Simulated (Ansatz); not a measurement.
Cl₃La, singlet, geometry from GFN2-xTB (such geometries of metal compounds can be far from the true shape) (core potentials on La).

Input for Ansatz (a first-principles code):
Ansatz 0.2 input:
```yaml
crystal:
  periodic: [false, false, false]
  atoms:
    - {symbol: La, position_ang: [0.19334028, -0.19046844, -0.61524174]}
    - {symbol: Cl, position_ang: [-1.96926279, -0.82209264, 0.45709470]}
    - {symbol: Cl, position_ang: [-0.10301305, 2.17690188, 0.11512742]}
    - {symbol: Cl, position_ang: [1.42401726, -0.71617979, 1.49064724]}
basis:
  gaussian:
    orbitals: def2-QZVPP.json
hamiltonian:
  xc: pbe0
```
The basis file holds def2-QZVPP in the JSON format of the Basis Set Exchange.

Task: What does this run give for the number of basis functions, total energy?

Result: 
number of basis functions: 291
total energy: -1412.055000 Ha
